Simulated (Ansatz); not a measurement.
Start from `[CH2]1[CH2][GeH2]1` and change one atom or group to get `[SeH][CH]1[CH2][GeH2]1`.

Ansatz, PBE0-D4/def2-TZVP geometries, multiplicity 1. Each molecule was computed in one conformer, which needn't be the lowest.

Scalar relativity is left out up to krypton. Spin–orbit coupling is left out; it splits and shifts lone-pair levels of the heavy atoms by tenths of an eV.

| property | `[CH2]1[CH2][GeH2]1` |
| --- | --- |
| size of the dipole moment (PBE/def2-TZVPP) / D | 0.19 |
| LUMO energy (PBE/def2-TZVPP) / eV | -0.25 |
| size of the dipole moment (B3LYP/def2-TZVPP) / D | 0.10 |
| LUMO energy (PBE0/def2-TZVPP) / eV | 0.56 |
| HOMO energy (PBE0/def2-TZVPP) / eV | -6.44 |
| LUMO energy (B3LYP/def2-TZVPP) / eV | 0.31 |

Problem. What does the change do to each property? (Best estimate.)

Solution. The calculation gave: 
```
                                        property  `[SeH][CH]1[CH2][GeH2]1`  shift
  size of the dipole moment (PBE/def2-TZVPP) / D                      1.37   1.18
               LUMO energy (PBE/def2-TZVPP) / eV                     -1.09  -0.84
size of the dipole moment (B3LYP/def2-TZVPP) / D                      1.47   1.37
              LUMO energy (PBE0/def2-TZVPP) / eV                     -0.23  -0.79
              HOMO energy (PBE0/def2-TZVPP) / eV                     -6.10   0.34
             LUMO energy (B3LYP/def2-TZVPP) / eV                     -0.47  -0.78
```

With PBE0 the HOMO rises by 0.34 eV and the LUMO falls by 0.79 eV, so the gap narrows by about 1.13 eV. PBE moves the HOMO by 0.36 eV and ωB97M-V by 0.37 eV. Dipoles are sizes alone; their direction can turn.

B3LYP here is the variant with VWN-RPA as its local correlation; programs differ in this.
